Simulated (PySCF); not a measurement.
**He (helium, neutral) across methods**

1s2, closed-shell 1S. Computed with PySCF 2.14 in aug-cc-pVTZ-DK (4s3p2d, 23 functions), with scalar relativity by spin-free X2C-1e.

```tsv
method	E (hartree)	mean ε 1s (eV)	Σ⟨r²⟩ (bohr²)	⟨S²⟩
UHF	-2.86128	-24.977	2.374	0.000
PBE	-2.8925	-15.757	2.511	0.000
LDA	-2.8344	-15.517	2.576	0.000
BHandHLYP	-2.9054	-20.832	2.432	0.000
wB97X	-2.9039	-20.903	2.453	0.000
r2SCAN	-2.9046	-16.534	2.442	0.000
revPBE	-2.9076	-15.787	2.498	0.000
PBE0	-2.8948	-18.216	2.461	0.000
```

Q: Estimate the same row for r2SCAN0.

A: E (hartree) = -2.9031; mean ε 1s (eV) = -18.768; Σ⟨r²⟩ (bohr²) = 2.420; ⟨S²⟩ = 0.000.
